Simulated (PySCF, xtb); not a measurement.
HSSi, SMILES [SH+]=[Si] (connectivity only; charge and spin as stated), charge +1, multiplicity 1.

Harmonic wavenumbers (cm⁻¹) from GFN2-xTB run with xtb at its own minimum, in rising order: 560, 596, 2292.

Q: What does PBE0-D3(BJ)/def2-TZVP (PySCF) give at its own minimum? (The exact figures need the calculation; the answer reports its results.)

A: 503, 633, 2571. Paired by order, the mean absolute difference is 124 cm⁻¹ and the zero-point energies are 4.9 and 5.3 kcal/mol.
